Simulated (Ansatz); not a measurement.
## BCl2F (dichlorofluoroborane): methods side by side

BCl2F has 4 atoms, charge 0, and is taken as a singlet. SMILES: `FB(Cl)Cl`. Geometry: relaxed at PBE0-D4/def2-TZVP.

```xyz
4

F     0.1144   -1.1653   -0.7812
B     0.0079   -0.0806   -0.0540
Cl   -1.5495    0.3738    0.5714
Cl    1.4273    0.8721    0.2638
```

Quantity: the energy change with the F1–B2 bond stretched from 1.310 to 3.276 Å, in eV. The values are calculated.

```csv
level,kind,program,value (eV),less FCI/STO-3G,CPU time (all runs)
HF/STO-3G (restricted),Hartree–Fock,Ansatz,12.71,+6.34,0.45 s
SVWN5/STO-3G (restricted),LDA,Ansatz,9.98,+3.61,2.7 s
PBE/STO-3G (restricted),GGA,Ansatz,9.25,+2.88,3.9 s
revPBE/STO-3G (restricted),GGA,Ansatz,8.99,+2.62,3.9 s
B3LYP/STO-3G (restricted),global hybrid,Ansatz,9.88,+3.51,3.6 s
HSE06/STO-3G (restricted),range-separated hybrid,Ansatz,10.18,+3.81,4.4 s
B2PLYP/STO-3G (restricted),double hybrid,Ansatz,8.60,+2.23,5.7 s
CCSDTQ/STO-3G (restricted),coupled cluster or CI,Ansatz,6.37,0.00,1.9 min
FCI/STO-3G,exact in the basis,Ansatz,6.37,0.00,49 s
```

FCI/STO-3G is exact within its basis and frozen core, so for wave-function methods in that basis the difference is their error; functionals converge differently with the basis, so for them it is only a difference. A spin-restricted reference rises too steeply as a bond breaks; here HF/STO-3G, SVWN5/STO-3G, PBE/STO-3G, revPBE/STO-3G, B3LYP/STO-3G, HSE06/STO-3G, B2PLYP/STO-3G lie well above the multireference or unrestricted value. The first shape isn't each level's own minimum. The values span 6.37 to 12.71 eV. All rows use very small basis sets, so none should be taken for the real molecule's value. CPU times are rough (shared hosts, several kinds of processor and program).
